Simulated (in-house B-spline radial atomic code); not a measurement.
Radial electron density of Pm, [Xe] (4f5/2)5 6s1 (8d5/2)1. Level of theory: Dirac-Hartree-Fock, average of the jj configuration, Fermi nucleus of rms radius 4.962 fm; calculated with an all-electron radial atomic-structure program (B-spline basis).

Columns: r (bohr), 4πr²n(r) (electrons per bohr), bar.

```
0.000751    2.112 #
 0.00099    3.368 #
  0.0013    5.285 ##
 0.00172    8.292 ####
 0.00227    12.75 #####
 0.00299    19.12 ########
 0.00394    27.92 ############
 0.00519    39.28 #################
 0.00684    52.72 ######################
 0.00902    66.55 ############################
  0.0119    77.68 #################################
  0.0157    82.53 ###################################
  0.0206    79.87 ##################################
  0.0272    73.75 ###############################
  0.0359    73.99 ###############################
  0.0473    87.02 #####################################
  0.0623    103.6 ############################################
  0.0822    103.3 ############################################
   0.108    85.82 ####################################
   0.143    80.12 ##################################
   0.188    92.27 #######################################
   0.248    81.13 ##################################
   0.327    46.13 ####################
   0.431    36.89 ################
   0.568    43.18 ##################
   0.748    30.98 #############
   0.987    15.61 #######
     1.3    10.07 ####
    1.71    6.595 ###
    2.26    2.777 #
    2.98   0.8626 
    3.93    0.385 
    5.17   0.1898 
    6.82  0.05288 
    8.99  0.01653 
    11.8 0.008012 
    15.6 0.0006353 
    20.6  0.01802 
    27.1 0.004276 
    35.8  0.01877 
    47.1  0.03694 
    62.1 0.007094 
    81.9 0.0001598 
     108 2.865e-07 
     142 2.37e-11
```

On this grid the curve has 6 maxima, near 0.0157, 0.0623, 0.188, 0.568, 20.6, 47.1 bohr.

The 4f5/2 radial function P(r) = rR(r), positive near the nucleus, with its small component Q(r) (sign convention: Q ≈ (P' + κP/r)/2c):

```json
{"r (bohr)": "0.0359", "P": "0.00221", "Q": "0.001393"}
{"r (bohr)": "0.0623", "P": "0.01364", "Q": "0.004822"}
{"r (bohr)": "0.108", "P": "0.0689", "Q": "0.01316"}
{"r (bohr)": "0.188", "P": "0.2613", "Q": "0.02561"}
{"r (bohr)": "0.327", "P": "0.6603", "Q": "0.03124"}
{"r (bohr)": "0.568", "P": "0.9996", "Q": "0.02074"}
{"r (bohr)": "0.987", "P": "0.8561", "Q": "0.007036"}
{"r (bohr)": "1.71", "P": "0.4313", "Q": "0.001181"}
{"r (bohr)": "2.98", "P": "0.1235", "Q": "1.963e-05"}
{"r (bohr)": "5.17", "P": "0.01539", "Q": "-2.071e-05"}
```
